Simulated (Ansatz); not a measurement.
`[BH2][GaH][GeH2][CH3]` + H₂Te → `[CH3][GeH2][TeH]` + `[BH2][GaH2]`  (cleavage of the Ge–Ga bond)

Computed with Ansatz on PBE0-D4/def2-TZVP structures; ΔE is electronic, products minus reactants. CCSD(T)/CBS is the MP2 limit (def2-TZVPP, def2-QZVPP) plus CCSD(T) − MP2 in def2-TZVPP, frozen cores. DFT in def2-TZVPP. B3LYP here is the variant with VWN-RPA as its local correlation; programs differ in this. HSE06 is defined as in plane-wave codes. Elements past krypton have def2 core potentials. For Ga, Ge, Te outer-core shells are correlated without core-valence functions, which leaves a few kJ/mol of doubt a bond. Scalar relativity is left out up to krypton. One conformer a species, not always the lowest.

**Question.** Is it downhill or uphill in electronic energy at CCSD(T)/CBS, and by how much? (An estimate is asked.)

**Answer.** Computed: Downhill: ΔE = -30.3 kJ/mol.

**Question.** What do these levels give: LDA (SPW92), PBE-D4, r2SCANh-D4, HSE06-D4, PBE-QIDH, PBE0, B3LYP, r2SCANh, HSE06, RPA@PBE/def2-TZVPP, HF/def2-TZVPP, SCS-MP2/def2-QZVPP? (Best estimate.)

**Answer.** The calculation gave: LDA (SPW92) -21.5, PBE-D4 -23.7, r2SCANh-D4 -29.5, HSE06-D4 -28.5, PBE-QIDH -32.8, PBE0 -27.9, B3LYP -26.7, r2SCANh -29.6, HSE06 -28.0, RPA@PBE/def2-TZVPP -23.4, HF/def2-TZVPP -41.3, SCS-MP2/def2-QZVPP -36.9 kJ/mol.

Largest T1 diagnostic among the species: 0.014.

From BLYP to BHLYP (50 % exact exchange), in def2-TZVPP and without D4, ΔE moves by −9.6 kJ/mol. Leaving LDA and LC-ωPBE aside and taking each functional with its dispersion term where it has one, the values, not all of them listed here, spread over 9.9 kJ/mol, from BHLYP-D4 to PBE-D4.
